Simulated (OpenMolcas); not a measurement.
A calculation on Se II.

```json
{
 "Program": "OpenMolcas 26.06",
 "Method": "SS-CASPT2, IPEA 0.25 Eh, imaginary shift 0.1 Eh (closed shells correlated: 3d 4s)",
 "Basis": "ANO-RCC-VQZP [7s6p4d2f1g]",
 "Scalar Hamiltonian": "DKH2, point nucleus",
 "Active space": "3 electrons in 3 orbitals (4p)",
 "State averaging": "2S+1 = 4 odd, 1 root; 2S+1 = 2 odd, 8 roots",
 "Spin-orbit coupling": "RASSI with atomic mean-field integrals over the reference wave functions, term energies averaged over their components"
}
```

(1) Which level of the active space comes out lowest?

(2) How high does 4s² 4p³ ²P°_3/2 lie?

(3) How high does 4s² 4p³ ²P°_1/2 lie?

(4) How high does 4s² 4p³ ²D°_3/2 lie?

Measured values: NIST Handbook of Basic Atomic Spectroscopic Data.

Results:

(1) 4s² 4p³ ⁴S°_3/2, with 99 % of that term; it is also the measured ground level.

(2) 3.086 eV above the lowest level; measured 2.9626 eV above the ground level, so the calculation is off by +4 %.

(3) 3.009 eV above the lowest level; measured 2.8564 eV above the ground level, so the calculation is off by +5 %.

(4) 1.712 eV above the lowest level; measured 1.6326 eV above the ground level, so the calculation is off by +5 %.

Term energies are means over components that CASPT2 splits; among the terms shown or strongly mixed into the levels shown the widest spread is 190 cm-1 (4s² 4p³ ²D°). With the s shell closed, the reference lacks s² → p² mixing. Computed and measured levels are paired by configuration, term and J; levels that our copy of the source lacks, or whose pairing is in doubt (as where it misses far off the trend of its configuration), stay unpaired and out of the deviations. Levels of configurations outside the active space are missing.

° marks odd parity.
